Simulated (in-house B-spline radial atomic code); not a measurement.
## Binding energies in Si

NIST's tabulated ground configuration is [Ne] 3s2 3p2; each binding energy is the energy of the ion with one electron taken from that subshell, relaxed, less that of the parent. Method: Dirac-Kohn-Sham B3LYP, spherical fractional occupations, Fermi nucleus of rms radius 3.1224 fm. Calculated with an all-electron radial atomic-structure program (B-spline basis). Energies include first-order Breit, QED and recoil terms.

Caution: exact exchange at fractional occupations of open shells leaves self-interaction of up to several eV.

```json
{"subshell": "1s", "X-ray name": "K", "binding energy (eV)": "1871", "-ε (eV)": "1805.2", "relaxation (eV)": "-67.0"}
{"subshell": "2s", "X-ray name": "L1", "binding energy (eV)": "157.4", "-ε (eV)": "145.7", "relaxation (eV)": "-11.7"}
{"subshell": "2p3/2", "X-ray name": "L3", "binding energy (eV)": "113.6", "-ε (eV)": "100.1", "relaxation (eV)": "-13.6"}
{"subshell": "2p1/2", "X-ray name": "L2", "binding energy (eV)": "113.2", "-ε (eV)": "100.8", "relaxation (eV)": "-12.5"}
{"subshell": "3s", "X-ray name": "M1", "binding energy (eV)": "15.9", "-ε (eV)": "12.01", "relaxation (eV)": "-3.89"}
{"subshell": "3p", "X-ray name": "M2,3", "binding energy (eV)": "7.44", "-ε (eV)": "3.94", "relaxation (eV)": "-3.49"}
```

Relaxation = -ε minus the binding energy without Breit, QED and recoil terms. With a density functional, K lines can miss by some tenths of a per cent, more in light atoms. For a density functional the relaxation so defined is negative, because -ε of a Kohn-Sham level is smaller than the binding energy.

Emission lines follow as differences of binding energies, with λ = 12398.42 eV·Å / E:

| line | holes | energy (eV) | wavelength (Å) |
| --- | --- | --- | --- |
| K-L3 | 1s → 2p3/2 | 1757.4 | 7.055 |
| K-L2 | 1s → 2p1/2 | 1757.8 | 7.0534 |
| L3-M1 | 2p3/2 → 3s | 97.7 | 126.9 |

(1) What screening constant σ does Moseley's law, E = (3/4)·13.6057 eV·(Z - σ)², need for K-L3?

(2) What does it cost to remove two 2s electrons?

(3) What does it cost to remove two 3p electrons?

(4) What does it cost to remove both a 2s and a 2p3/2 electron?

Answers

(1) σ = 0.88.

(2) 340.08 eV, which is 25.37 eV more than the two single binding energies together.

(3) 22.787 eV, which is 7.916 eV more than the two single binding energies together.

(4) 301.02 eV, which is 30.03 eV more than the two single binding energies together.
